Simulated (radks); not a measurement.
Valence configurations of Cd+ (all share [Kr]). Calculated with a radial shooting solver on a logarithmic mesh with Libxc functionals: scalar-relativistic Kohn-Sham, PBE, spin-polarised, spherical densities, finite nucleus; open shells are filled with parallel spins first (spin-orbit coupling, left out, can overturn this in heavy ions); Fermi nuclear charge, rms radius 4.6087 fm. Energies are relative to 4d10 5s1; eigenvalues in eV for spin up.

| valence | E (eV) | moment (Bohr magnetons) | e(4d) | e(5p) | e(5s) |
|---|---|---|---|---|---|
| 4d10 5s1 | 0.000 | 1 | -20.607 | - | -13.473 |
| 4d9.5 5s1.5 | 4.129 | 1 | -22.749 | - | -14.093 |
| 4d8 5s1 5p2 | 31.163 | 5 | -32.225 | -11.477 | -18.739 |
| 4d9 5s2 | 8.741 | 1 | -24.940 | - | -14.704 |
| 4d10 5p1 | 5.804 | 1 | -22.108 | -8.537 | - |
| 4d10 5s0.5 5p0.5 | 2.885 | 1 | -21.369 | -8.142 | -13.948 |
| 4d9 5s1 5p1 | 14.089 | 3 | -26.452 | -9.726 | -16.254 |
| 4d8 5s2 5p1 | 26.015 | 3 | -30.965 | -10.434 | -17.482 |
| 4d9 5s1.5 5p0.5 | 11.588 | 2 | -25.736 | -9.125 | -15.530 |
| 4d9.5 5s1 5p0.5 | 6.675 | 2 | -23.545 | -8.768 | -14.908 |

NIST lists [Kr] 4d10 5s1 as the ground configuration; this level of theory agrees among the configurations tried. The energies are those of spherical high-spin densities, not of single terms.
